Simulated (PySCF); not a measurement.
**Computed properties of PbHI, SMILES [I][PbH]**

PbHI, SMILES [I][PbH] (connectivity only; charge and spin as stated), neutral, multiplicity 1. Geometry optimised at B3LYP-D3(BJ)/def2-TZVP. The def2 effective core potentials stand for the cores of I, Pb; spin–orbit coupling is left out. One conformer was computed; it need not be the lowest. All values are computed for the isolated molecule unless a solvent is named; none is compared with measurement here.

**Structure.** The optimised structure has Cs symmetry. All 3 harmonic modes at B3LYP-D3(BJ)/def2-TZVP (PySCF) are real, so it is a minimum.

**Vibrations.** The strongest infrared lines (harmonic, unscaled, degenerate partners summed) lie at 1585 cm⁻¹ (443 km/mol, H 99 %), 490 cm⁻¹ (35 km/mol, H 99 %), 158 cm⁻¹ (16 km/mol, I 62 %, Pb 38 %). The softest mode is at 158 cm⁻¹ and the zero-point energy is 3.2 kcal/mol.

**Electronic structure.** M06-2X/def2-TZVPD (PySCF) places the frontier levels at -7.79 and -2.38 eV, a gap of 5.41 eV, and gives a dipole moment of 4.17 D and a mean polarisability of 86.3 bohr³. PBE/def2-TZVPD (PySCF) at the same geometry gives -5.77 and -3.80 eV, so its gap is 3.44 eV narrower. An orbital gap is neither the optical nor the fundamental gap.

**Excitations.** TDDFT-PBE0/def2-TZVPD (PySCF) has S1 at 2.43 eV (511 nm, f = 0.002, weak); the most intense of the 10 singlets computed lies at 6.34 eV (f = 0.33). T1 (TDA) is at 2.03 eV.
